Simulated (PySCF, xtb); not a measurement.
C₄H₄ClF, SMILES ClC(=C)C(=C)F. One conformer was computed; it need not be the lowest.

Harmonic wavenumbers (cm⁻¹) from GFN2-xTB in xtb at its own minimum, in rising order: 58, 219, 315, 327, 404, 428, 590, 679, 685, 721, 856, 873, 884, 921, 1072, 1236, 1356, 1377, 1640, 1678, 3120, 3139, 3159, 3182.

### Question
What does r2SCAN-D4/def2-SVP in PySCF give at its own minimum? (Estimate from the structure and the level; the computed values follow.)

### Answer
89, 255, 348, 364, 439, 470, 639, 696, 717, 756, 852, 864, 879, 947, 1115, 1316, 1367, 1401, 1652, 1718, 3177, 3189, 3294, 3310. Paired by order, the mean absolute difference is 40 cm⁻¹ and the zero-point energies are 41.3 and 42.7 kcal/mol.
